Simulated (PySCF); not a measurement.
Two-component Hartree-Fock for Ni²⁴⁺ (nickel, charge +24)

Start: [He] 2s2. Calculated with PySCF 2.14 in an even-tempered Gaussian basis (17 s from 7.2 bohr⁻², ratio 2.4; 11 p from 9.4 bohr⁻², ratio 2.4; 5 d from 30 bohr⁻², ratio 2.6; 4 f from 45 bohr⁻², ratio 2.6): generalised Hartree-Fock with the X2C-1e Hamiltonian and a Gaussian nucleus; one run each with spin-orbit coupling (SO) switched off, then screened by Boettger's factors.

```
spinor shell  electrons  ε, spin-free (eV)  ε, screened SO (eV)  weight of nominal j (screened SO)  rms radius, screened SO (bohr)
       1s1/2          2           -10005.2             -10005.2                              1.000                          0.0618
       2s1/2          2            -2289.7              -2289.7                              1.000                           0.242
```

```tsv
quantity	spin-free	screened SO
E (hartree)	-946.88448	-946.88448
M_J	0	0
⟨J²⟩	0.000	0.000
⟨L²⟩	0.000	0.000
⟨S²⟩	0.000	0.000
```

Without spin-orbit coupling the j labels of p, d and f shells carry no meaning; the spin-free column gives the mean over the occupied spinors of each nl shell.
